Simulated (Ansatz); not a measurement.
One change: `[NH2][Sn]([F])([F])[Cl]` becomes `[F][Sn]([F])([Cl])[Br]`.

Ansatz, PBE0-D4/def2-TZVP geometries, multiplicity 1. Each molecule was computed in one conformer, which needn't be the lowest.

Elements past krypton have def2 core potentials. Scalar relativity is left out up to krypton. Spin–orbit coupling is left out; it splits and shifts lone-pair levels of the heavy atoms by tenths of an eV.

```csv
property,`[NH2][Sn]([F])([F])[Cl]`
HOMO–LUMO gap (PBE/def2-TZVPP) / eV,4.07
HOMO energy (PBE0/def2-TZVPP) / eV,-8.92
LUMO energy (PBE/def2-TZVPP) / eV,-3.32
"ideal-gas entropy at 298 K and 1 bar (rigid rotor, harmonic PBE0-D4/def2-TZVP) / J/(mol·K)",379
zero-point energy (PBE0-D4/def2-TZVP) / kJ/mol,80.1
LUMO energy (ωB97M-V/def2-TZVPP) / eV,-0.29
```

Question: Give the same properties after the change, and the shifts. (Estimate.)

Answer: The calculation gave: 
```tsv
property	`[F][Sn]([F])([Cl])[Br]`	shift
HOMO–LUMO gap (PBE/def2-TZVPP) / eV	4.07	0.00
HOMO energy (PBE0/def2-TZVPP) / eV	-9.67	-0.75
LUMO energy (PBE/def2-TZVPP) / eV	-4.22	-0.90
ideal-gas entropy at 298 K and 1 bar (rigid rotor, harmonic PBE0-D4/def2-TZVP) / J/(mol·K)	378	-1
zero-point energy (PBE0-D4/def2-TZVP) / kJ/mol	16.0	-64.1
LUMO energy (ωB97M-V/def2-TZVPP) / eV	-1.26	-0.97
```

With PBE0 the HOMO falls by 0.75 eV and the LUMO falls by 0.98 eV, so the gap narrows by about 0.23 eV. PBE moves the HOMO by -0.91 eV and ωB97M-V by -0.61 eV. The zero-point energy changes by -64.1 kJ/mol with -6 modes. Modes under 60 cm⁻¹, often nearly free rotors, make the harmonic entropy too high.
